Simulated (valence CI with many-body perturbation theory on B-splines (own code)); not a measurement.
**E1 transitions of Co21+**

Method: valence CI with perturbative core correlation (CI+MBPT): four valence electrons over a frozen Dirac-Fock core [He], radial functions for each j: 11 s, 11 p, 10 d, 8 f, 5 g, 2 h, with the one-electron correlation potential Σ1 (screened to all orders), the two-electron term Σ2, the three-electron term Σ3, Breit, model QED; selected single and double excitations, second order for the rest, scaled by the run's own slope (own B-spline code, finite nucleus).

No measured spectrum was set against this ion. As an estimate, levels of excited configurations hold to 0.05 to 0.15 % of their energy, terms of the ground configuration to about 0.5 %. Among the levels kept, up to 1100 cm⁻¹ of a level comes from second order outside the variational space, and about a tenth of that is noise between levels of different J, which matters for small intervals.

Lines 51 to 100 of 544 in falling wavelength, among levels below 10287 × 10³ cm⁻¹, chosen from the strongest by gf and those to the six lowest levels. Wavelengths and rates use the calculated energies, so an error of 600 cm⁻¹ moves a line at 454.9 Å by 0.27 % and its rate by three times that or more. Electric multipoles are in the length gauge with retardation, E1 and E2 with the static RPA response of the core. Weak lines are less certain than strong ones. Lines between different terms over intervals too small for the method are left out, as are lines whose strength nearly cancels. Where a level lies close to another of its J and parity, the split of strength between their lines is uncertain. The highest levels of a list are the least certain.

Names give the largest LS component (configuration and term), which can be under half, so a name can repeat, a term be missing and a line seem to break the LS rules; names also repeat where a configuration has a term twice. Letters in brackets count levels of one name in rising energy.

```csv
λ vac (Å),Upper,Lower,A (s⁻¹),S (a.u.)
454.9,2s2p²3d ³F_3 [b],2s2p²3p ¹D°_2 [a],6.16e+08,2.00e-01
454.2,2s2p²3p ³S°_1 [b],2s2p²3s ³P_2 [b],1.45e+09,2.02e-01
452.1,2p³3d ³D°_3,2p³3p ³P_2 [a],1.29e+09,4.12e-01
448.0,2s2p²3d ⁵D_4,2s2p²3p ⁵P°_3,1.11e+09,4.44e-01
447.6,2s2p²3d ⁵F_3 [b],2s2p²3p ⁵P°_2,1.08e+09,3.34e-01
447.3,2s2p²3d ¹D_2 [c],2s2p²3p ¹P°_1 [c],1.08e+09,2.38e-01
445.9,2s2p²3p ³F°_3,2s2p²3s ³D_2,1.85e+09,5.65e-01
442.2,2s²2p3d ³F°_3,2s²2p3p ³D_2,1.62e+09,4.85e-01
441.8,2s2p²3d ³D_2 [c],2s2p²3p ³P°_1 [c],1.40e+09,2.97e-01
441.2,2s2p²3p ³P°_2 [d],2s2p²3s ³P_2 [b],1.37e+09,2.90e-01
440.9,2s2p²3d ³D_3 [d],2s2p²3p ³P°_2 [d],1.06e+09,3.15e-01
439.6,2s2p²3d ³F_2 [c],2s2p²3p ³D°_1 [b],8.19e+08,1.72e-01
436.6,2s²2p3p ³D_3,2s²2p3s ³P°_2,1.96e+09,5.62e-01
435.6,2s2p²3d ¹D_2 [b],2s2p²3p ³P°_1 [d],6.75e+08,1.38e-01
435.1,2p³3d ⁵D°_1,2p³3p ⁵P_1,1.29e+09,1.57e-01
434.7,2s2p²3d ³F_2 [d],2s2p²3p ³D°_1 [c],1.22e+09,2.48e-01
432.6,2s2p²3p ⁵P°_2,2s2p²3s ⁵P_2,1.27e+09,2.53e-01
429.9,2s2p²3d ⁵F_2,2s2p²3p ⁵D°_1,1.16e+09,2.27e-01
428.7,2s2p²3p ⁵D°_4,2s2p²3s ⁵P_3,2.41e+09,8.44e-01
426.0,2s2p²3p ⁵D°_3,2s2p²3s ⁵P_2,2.29e+09,6.11e-01
424.8,2s2p²3p ³P°_2 [c],2s2p²3s ³S_1,1.68e+09,3.18e-01
424.6,2s2p²3d ³D_3 [d],2s2p²3p ³D°_3 [c],5.24e+08,1.39e-01
424.5,2s²2p3d ³P°_2 [a],2s²2p3p ³P_1 [a],1.63e+09,3.07e-01
421.2,2s2p²3d ³D_2 [d],2s2p²3p ¹P°_1 [b],1.21e+09,2.23e-01
419.8,2s²2p3p ³P_2,2s²2p3s ³P°_2,1.87e+09,3.41e-01
419.8,2s²2p3p ³S_1,2s²2p3s ³P°_2,1.66e+09,1.82e-01
419.6,2s2p²3p ³F°_4,2s2p²3s ³D_3,2.63e+09,8.61e-01
419.4,2s²2p3d ³D°_3,2s²2p3p ³P_2,1.20e+09,3.06e-01
418.2,2s²2p3d ¹D°_2,2s²2p3p ³P_1 [b],1.20e+09,2.17e-01
417.8,2s2p²3p ³D°_2 [b],2s2p²3s ³D_3,1.13e+09,2.03e-01
416.4,2s2p²3d ¹G_4,2s2p²3p ³D°_3 [b],4.05e+08,1.30e-01
416.4,2s2p²3d ³F_4 [a],2s2p²3p ³D°_3 [a],1.95e+09,6.26e-01
414.4,2s2p²3d ³G_3,2s2p²3p ³F°_2,1.79e+09,4.40e-01
414.2,2s2p²3p ⁵D°_2,2s2p²3s ⁵P_1,2.15e+09,3.78e-01
410.3,2s2p²3d ³F_2 [a],2s2p²3p ⁵P°_1,1.49e+09,2.54e-01
409.9,2s2p²3d ³F_2 [b],2s2p²3p ³D°_1 [a],1.45e+09,2.46e-01
408.8,2s²2p3d ¹F°_3,2s²2p3p ¹D_2,1.95e+09,4.60e-01
408.0,2s2p²3d ⁵P_3,2s2p²3p ⁵P°_3,1.19e+09,2.78e-01
406.6,2s2p²3d ³F_3 [a],2s2p²3p ³D°_2 [a],1.67e+09,3.87e-01
405.9,2s²2p3p ³D_2,2s²2p3s ³P°_1,2.38e+09,3.93e-01
403.8,2s²2p3d ³D°_3,2s²2p3p ³D_3,6.54e+08,1.49e-01
403.5,2s2p²3p ³D°_2 [c],2s2p²3s ³P_1 [b],2.47e+09,4.00e-01
402.1,2s2p²3p ¹D°_2 [a],2s2p²3s ³D_1,1.09e+09,1.75e-01
397.8,2s²2p3p ³P_1 [a],2s²2p3s ³P°_0,1.76e+09,1.64e-01
396.6,2s²2p3d ³F°_2,2s²2p3p ³D_1,1.85e+09,2.85e-01
393.2,2s²2p3d ³P°_2 [b],2s²2p3p ³S_1,9.75e+08,1.46e-01
392.0,2s2p²3p ³P°_1 [c],2s2p²3s ³P_1 [b],1.32e+09,1.18e-01
390.1,2s2p²3d ¹G_4,2s2p²3p ¹F°_3,2.09e+09,5.52e-01
389.2,2s2p²3p ³D°_2 [b],2s2p²3s ³D_2,1.05e+09,1.53e-01
387.2,2s2p²3p ³P°_1 [d],2s2p²3s ³S_1,1.61e+09,1.39e-01
```
